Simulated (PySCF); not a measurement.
# Working out the ionisation energy of C⁺

C⁺ [He] 2s2 2p1 (2P) → C²⁺ [He] 2s2 (1S). Computed with PySCF 2.14 in aug-cc-pVQZ (6s5p4d3f2g, 80 functions), with no relativity, point nucleus. Frozen: 1s2. Energies in hartree (1 hartree = 27.21139 eV):

```tsv
part	C⁺ (lower)	C²⁺ (upper)
UHF	-37.296492	-36.408272
MP2 opposite-spin	-0.050975	-0.045689
MP2 same-spin	-0.003755	0.000000
```

Problem. What does Hartree-Fock give?

Solution. (-36.408272) − (-37.296492) = 0.888220 hartree = 24.170 eV.

Problem. What do MP2 and SCS-MP2 (6/5 opposite-spin, 1/3 same-spin) give?

Solution. The opposite-spin parts differ by 0.144 eV and the same-spin parts by 0.102 eV. MP2: 24.170 + (0.144) + (0.102) = 24.416 eV. SCS-MP2: 24.170 + 1.2 × (0.144) + (0.102)/3 = 24.377 eV.

Measured between the centres of the two terms (NIST): 24.378 eV, so MP2 (valence) is off by 0.038 eV.

What remains against the reference includes basis incompleteness, the frozen core and correlation beyond second order.
